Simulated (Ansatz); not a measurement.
Calculated with Ansatz (gas phase, PBE0-D4/def2-TZVP geometries, no zero-point term in ΔE). CBS: MP2 limit from def2 TZ/QZ plus the TZ coupled-cluster correction, frozen cores. Functionals use def2-TZVPP. For Ge outer-core shells are correlated without core-valence functions, which leaves a few kJ/mol of doubt a bond. Scalar relativity is left out up to krypton. One conformer a species, not always the lowest.

Consider the redistribution: `C[O][Ge][S]C` + `C[O][AlH2]` → `C[O][Ge][O]C` + `C[S][AlH2]`.

**Question.** Is it downhill or uphill in electronic energy at CCSD(T)/CBS, and by how much? (An estimate is asked.)

**Answer.** Ansatz gave: Uphill: ΔE = +5.9 kcal/mol.

**Question.** What do these levels give: r2SCANh-D4, CAM-B3LYP-D4, ωB97X-V, B2PLYP, PBE, PBE0, r2SCAN0, RPA@PBE/def2-TZVPP, HF/def2-SVP, HF/def2-TZVPP, CCSD(T)/def2-TZVPP, SCS-MP2/def2-QZVPP? (Estimate.)

**Answer.** The calculation gave: r2SCANh-D4 6.7, CAM-B3LYP-D4 6.6, ωB97X-V 5.1, B2PLYP 6.7, PBE 6.2, PBE0 6.2, r2SCAN0 6.7, RPA@PBE/def2-TZVPP 5.9, HF/def2-SVP 6.0, HF/def2-TZVPP 5.9, CCSD(T)/def2-TZVPP 5.9, SCS-MP2/def2-QZVPP 6.0 kcal/mol.

Largest T1 diagnostic among the species: 0.015.

Leaving LDA and LC-ωPBE aside and taking each functional with its dispersion term where it has one, the values, not all of them listed here, spread over 2.5 kcal/mol, from ωB97X-V to BLYP-D4.
